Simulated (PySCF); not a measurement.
A geometry optimisation on `[Cl+]1[AlH2-][Cl+][GaH-]1[C]#C`.

Computed with PBE0-D3(BJ)/def2-SVP geometry optimisation, gas phase (PySCF 2.14.0). Start geometry: GFN2-xTB. A driver script takes a list of jobs; this job's settings line and coordinates (Å) are shown.

Command:
```bash
OMP_NUM_THREADS=1 python probes_run.py task.json out
```

Input:
```
{"job": {"xc": "PBE0", "basis": "def2-SVP", "d3": "d3bj", "grid": 1, "shake": 0.01, "kind": "geom"}, "charge": 0, "multiplicity": 1}
C      3.178150    -0.340200     0.014820
C      2.074980     0.219270    -0.089030
Ga     0.314920     1.067610    -0.259530
Cl    -0.894390    -0.001450    -1.826980
Al    -2.240660    -0.761880    -0.262850
Cl    -1.117140     0.262350     1.314370
H      4.110210    -0.783780     0.095110
H      0.174410     2.601330    -0.388560
H     -1.959230    -2.260320    -0.087770
H     -3.590820    -0.023850    -0.383480
```

Output:
```
step   0  E = -3164.93479063  max force = 0.070531
step   1  E = -3164.94808664  max force = 0.008089
step   2  E = -3164.94858092  max force = 0.002884
step   3  E = -3164.94898339  max force = 0.002199
step   4  E = -3164.94907879  max force = 0.001436
step   5  E = -3164.94915552  max force = 0.001238
step   6  E = -3164.94919985  max force = 0.001105
step   7  E = -3164.94922566  max force = 0.000522
step   8  E = -3164.94924426  max force = 0.000554
step   9  E = -3164.94926321  max force = 0.000799
step  10  E = -3164.94928260  max force = 0.000786
step  11  E = -3164.94929827  max force = 0.000535
step  12  E = -3164.94930654  max force = 0.000256
optimisation converged
```

Energies in Eh; «max force» is the largest Cartesian gradient component in Eh/bohr.

Problem. Give the first gradient maximum in eV/Å.

Solution. With 1 Eh/bohr = 51.422 eV/Å, 3.627 eV/Å.

Problem. How much energy does the optimisation release, in eV?

Solution. E(step 0) − E(last step) = 0.014516 Eh, which is 0.395 eV.

Main results: final energy -3164.94931 Eh after 12 steps; dipole 1.34 D.

Problem. Where do the atoms end?

Solution. 0.119 Å rms from the input after alignment:
```
atom  x, y, z in Å
C1     3.0667   -0.3700    0.2652
C2     2.0335    0.2404    0.0567
Ga3    0.4291    1.2045   -0.2701
Cl4   -0.7218    0.0072   -1.9638
Al5   -2.2084   -0.8085   -0.3904
Cl6   -1.1601    0.3907    1.2887
H7     3.9800   -0.9092    0.4481
H8     0.1541    2.7091   -0.4809
H9    -1.9080   -2.3415   -0.1705
H10   -3.6156   -0.1451   -0.6568
```

Run on Arm Neoverse V1, one thread, no GPU, on a shared host.
Labels such as C1 count atoms from 1, the log's own numbers from 0.
